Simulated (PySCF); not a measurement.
A structure optimised at PBE0-D3(BJ)/def2-SVP (Å):
```
atom  x, y, z in Å
C1    -2.9724   -1.0610   -0.5197
C2    -1.9218   -0.0323   -0.2609
C3    -2.1349    1.3419   -0.0532
C4    -0.9178    2.0064    0.1588
C5     0.1160    1.0614    0.0914
C6     1.4731    1.3222    0.2489
C7     2.5528    0.4388    0.1955
C8     2.5390   -0.9392   -0.0317
C9     1.4624   -1.7961   -0.2634
C10    0.1009   -1.4865   -0.3282
C11   -0.5303   -0.2579   -0.1798
H12   -2.9707   -1.8553    0.2453
H13   -2.8370   -1.5540   -1.4970
H14   -3.9732   -0.6064   -0.5179
H15   -3.1179    1.8181   -0.0578
H16   -0.7847    3.0717    0.3452
H17    1.7244    2.3712    0.4417
H18    3.5395    0.8839    0.3518
H19    3.5228   -1.4202   -0.0274
H20    1.7178   -2.8487   -0.4144
H21   -0.5647   -2.3344   -0.5242
```

Charge 0, singlet.

**Question.** Which heavy atoms are bonded, and with what formal order?

**Answer.** C1–C2 1.49 Å (single); C2–C3 1.41 Å (aromatic); C3–C4 1.40 Å (aromatic); C4–C5 1.40 Å (aromatic); C5–C6 1.39 Å (aromatic); C6–C7 1.40 Å (aromatic); C7–C8 1.40 Å (aromatic); C8–C9 1.40 Å (aromatic); C9–C10 1.40 Å (aromatic); C10–C11 1.39 Å (aromatic); C2–C11 1.41 Å (aromatic); C5–C11 1.49 Å (single). Bonds to hydrogen (Å): C1–H12 1.10; C1–H13 1.10; C1–H14 1.10; C3–H15 1.09; C4–H16 1.09; C6–H17 1.10; C7–H18 1.09; C8–H19 1.10; C9–H20 1.09; C10–H21 1.10.

**Question.** Give the structure as a SMILES string.

**Answer.** `Cc1ccc2cccccc1-2`, C11H10, 1-methylazulene.

**Question.** Name the point group.

**Answer.** Cs (every atom within 0.08 Å of its image).

**Question.** Which rings does it hold (smallest set)?

**Answer.** C2–C3–C4–C5–C11 (5 members, 0.00 Å rms from planarity); C5–C6–C7–C8–C9–C10–C11 (7 members, 0.00 Å rms from planarity).

**Question.** Classify the heavy atoms.

**Answer.** C1: benzylic-type carbon; C2: substituted aromatic carbon; C3: aromatic CH carbon; C4: aromatic CH carbon; C5: substituted aromatic carbon; C6: aromatic CH carbon; C7: aromatic CH carbon; C8: aromatic CH carbon; C9: aromatic CH carbon; C10: aromatic CH carbon; C11: substituted aromatic carbon.

**Question.** What is the arrangement about C1?

**Answer.** It has 4 neighbours (C2, H12, H13, H14) and is tetrahedral (angles from 107.0° to 112.0°).

**Question.** What is the arrangement about C4?

**Answer.** It has 3 neighbours (C3, C5, H16) and is planar (angles 126.5°, 125.2° and 108.2°, sum 360.0°, 0.00 Å off the plane of its three neighbours).

All values are computed, not measured.
